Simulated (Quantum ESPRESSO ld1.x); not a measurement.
Nb I, 41 electrons, occupied as [Kr] 4d4 5s1.

Method: non-relativistic Kohn-Sham, PBEsol, spin-unpolarised, spherical densities, point nucleus; relativity is left out, which matters for an element this heavy; computed with ld1.x of Quantum ESPRESSO 7.5.

Energy parts (eV):
total: -102124.6
kinetic: 102069.3
electron-nucleus: -243297.5
Hartree: 42220.3
exchange-correlation: -3116.8

Orbitals (lengths in bohr, moments of r in powers of bohr; r(max) is where P^2 peaks; r(90%) holds 90 % of the orbital's charge):
| orbital | occ. | eigenvalue (eV) | r(max) | <r> | r(90%) | <1/r> |
|---|---|---|---|---|---|---|
| 1s | 2 | -18347.9 | 0.02461 | 0.03722 | 0.0662 | 40.47 |
| 2s | 2 | -2525.00 | 0.1377 | 0.1630 | 0.251 | 9.102 |
| 2p | 6 | -2320.43 | 0.1084 | 0.1398 | 0.227 | 9.096 |
| 3s | 2 | -419.406 | 0.4066 | 0.4553 | 0.672 | 3.135 |
| 3p | 6 | -341.660 | 0.3942 | 0.4511 | 0.682 | 3.042 |
| 3d | 10 | -199.432 | 0.3343 | 0.4322 | 0.692 | 2.856 |
| 4s | 2 | -55.3260 | 1.056 | 1.187 | 1.73 | 1.139 |
| 4p | 6 | -33.8947 | 1.133 | 1.314 | 1.96 | 1.019 |
| 4d | 4 | -3.2541 | 1.483 | 2.172 | 3.65 | 0.6385 |
| 5s | 1 | -3.7460 | 3.174 | 3.825 | 5.74 | 0.3330 |
| 5p | 0 | -1.0663 | 4.254 | 5.473 | 8.54 | 0.2328 |

The highest occupied level is 4d at -3.254 eV. The density falls to 0.001 e/bohr^3 at r = 4.83 bohr. Summed over all electrons, <r^2> = 60.32 bohr^2, which gives a Langevin (diamagnetic) susceptibility term of -47.8 x 10^-6 cm^3/mol. Virial ratio -V/T = 2.00054. For comparison, the ionisation energy in NIST's Atomic Spectra Database is 6.759 eV (measured). In exact Kohn-Sham theory the highest level is minus the ionisation energy, but local and semilocal functionals leave it too shallow, through self-interaction and a potential that decays too fast; potentials with the right tail come closer.

Beside tabulated values, note that spin-unpolarised runs miss the spin-polarisation part of the exchange energy of open shells.
